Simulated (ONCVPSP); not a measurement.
## Ti: excitation energies, all-electron against ONCV

ONCVPSP 4.0.1 input, shortened (lines: element, Z, core and valence counts, functional; n l f; lmax; l rc ep ncon nbas qcut; lloc lpopt rc5 dvloc0; l nproj debl; icmod fcfact rcfact), PBEsol, scalar-relativistic:

```
  Ti 22.00    3    5  -116133      upf
    1    0    2.00
    2    0    2.00
    2    1    6.00
    3    0    2.00
    3    1    6.00
    3    2    2.00
    4    0    1.00
    4    1    1.00
    3
    0    1.45    0.00    3    7    9.00
    1    2.10    0.00    4    9    7.80
    2    2.05    0.00    5   10    7.10
    3    2.05    0.19    4    7    5.20
    4    5    1.30    0.00
    0    2    3.10
    1    3    0.50
    2    3    1.30
    3    2    1.40
    3    4.75    1.55
```

Energies are relative to the spin-unpolarised reference configuration 3s2 3p6 3d2 4s1 4p1; without spin polarisation the order of configurations can differ from experiment.

```tsv
valence configuration	charge	ΔE all-electron (eV)	error AE − PS (meV)
3s2 3p6 3d2 4s2 4p0	0	-3.093	+0.4
3s2 3p6 3d2 4s0 4p0	+2	17.738	+0.1
3s2 3p6 3d3 4s0 4p0	+1	4.269	+44
```

What are ΔE and the potential's error for 3s2 3p6 3d2 4s1 4p0?

ΔE = 4.266 eV all-electron; the error (AE − PS) is -0.2 meV.
